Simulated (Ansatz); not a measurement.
CH$_{3}$O (SMILES C=[OH+]), charge +1, singlet, geometry from GFN2-xTB; CCSD(T)/STO-3G run with Ansatz (a quantum-chemistry and plane-wave program).

Here is a job for Ansatz.
Ansatz 0.2 input:
```yaml
crystal:
  periodic: [false, false, false]
  atoms:
    - {symbol: C, position_ang: [-0.58152487, 0.19211987, 0.00229310]}
    - {symbol: O, position_ang: [0.54730089, -0.27552580, 0.00069148]}
    - {symbol: H, position_ang: [-1.41942885, -0.51991072, 0.03534883]}
    - {symbol: H, position_ang: [-0.82073869, 1.26382584, -0.02663036]}
    - {symbol: H, position_ang: [1.35090961, 0.30757208, -0.02800891]}
basis:
  gaussian:
    orbitals: STO-3G
total_charge: 1
magnetization: {spin_polarized: false}
correlation: {method: ccsd_t}
```

### Question
Write the output that Ansatz gives for this input, abridged.

### Answer

```
Functional definition: HF
178 factors; integrals over basis functions are off by at most 3.7e-5 eV
mean field evaluation 1: about -3064.7834 eV, gradient 2.5e1 eV
mean field evaluation 2: about -3064.8357 eV, gradient 2.5e1 eV
mean field evaluation 4: about -3066.7670 eV, gradient 1.1e0 eV
mean field evaluation 8: about -3066.7717 eV, gradient 3.1e-2 eV
mean field evaluation 16: about -3066.7180 eV, gradient 2.1e-1 eV
mean field -3066.77174035 eV, -112.7017827253 hartree, gradient 8.5e-7 eV, S^2 0.000000; 0 other end points of the search recorded, 0 dependent functions left out
2 core orbitals not correlated
reference -3066.77174035 eV, -112.7017827253 hartree; 6, 6 occupied and 5, 5 virtual orbitals, 178 factors
second order -2.96486180 eV of doubles, -0.00000000 eV of singles
cycle   1  -3.32721004 eV  change   -3.6e-1 eV  update   8.3e-2
cycle   2  -3.59274962 eV  change   -2.7e-1 eV  update   3.0e-2
cycle   3  -3.67596679 eV  change   -8.3e-2 eV  update   1.5e-2
cycle   4  -3.67803138 eV  change   -2.1e-3 eV  update   3.6e-3
cycle   5  -3.67692448 eV  change    1.1e-3 eV  update   7.2e-4
cycle   6  -3.67683610 eV  change    8.8e-5 eV  update   2.0e-4
cycle   7  -3.67676712 eV  change    6.9e-5 eV  update   5.2e-5
cycle   8  -3.67679117 eV  change   -2.4e-5 eV  update   1.5e-5
cycle   9  -3.67679712 eV  change   -6.0e-6 eV  update   3.7e-6
perturbative correction -0.09598954 eV, -0.0035275507 hartree
Total energy: -3070.54452701 eV, -112.8404300778 hartree
```
